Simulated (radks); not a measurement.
The terbium ion Tb+, 64 electrons, occupied as [Xe] 4f9 6s0.75 5f0.25 (fractional occupations, a model configuration). Calculated with a radial shooting solver on a logarithmic mesh with Libxc functionals: Dirac Kohn-Sham, PBEsol, spin-unpolarised, spherical densities, finite nucleus; open shells fill j = l - 1/2 first; Fermi nuclear charge, rms radius 5.06 fm. Some entries of the table are withheld. Estimate them.

orbital,occ.,eigenvalue (eV),<r^2> (bohr^2)
1s1/2,2,(1),0.0006320
2s1/2,2,-8585.755,0.009835
2p1/2,2,-8160.999,0.007127
2p3/2,4,-7414.889,0.008357
3s1/2,2,-1909.488,0.06544
3p1/2,2,-1724.532,0.06084
3p3/2,4,-1570.536,0.06785
3d3/2,4,-1251.341,0.05396
3d5/2,6,-1217.729,0.05592
4s1/2,2,-383.7213,(2)
4p1/2,2,-311.2578,(3)
4p3/2,4,-276.9249,(4)
4d3/2,4,-157.5115,0.4438
4d5/2,6,-151.3130,0.4593
5s1/2,2,-54.9314,1.985
5p1/2,2,-35.4566,(5)
5p3/2,4,-31.0537,(6)
4f5/2,6,-10.8300,1.092
4f7/2,3,-10.0462,1.149
6s1/2,0.75,-9.4045,15.30
5f5/2,0.25,-1.7384,143.7
5f7/2,0,-1.7375,143.9

Answer. 
(1) 1s1/2 eigenvalue (eV): -51781.36
(2) 4s1/2 <r^2> (bohr^2): 0.3315
(3) 4p1/2 <r^2> (bohr^2): 0.3482
(4) 4p3/2 <r^2> (bohr^2): 0.3872
(5) 5p1/2 <r^2> (bohr^2): 2.552
(6) 5p3/2 <r^2> (bohr^2): 2.916
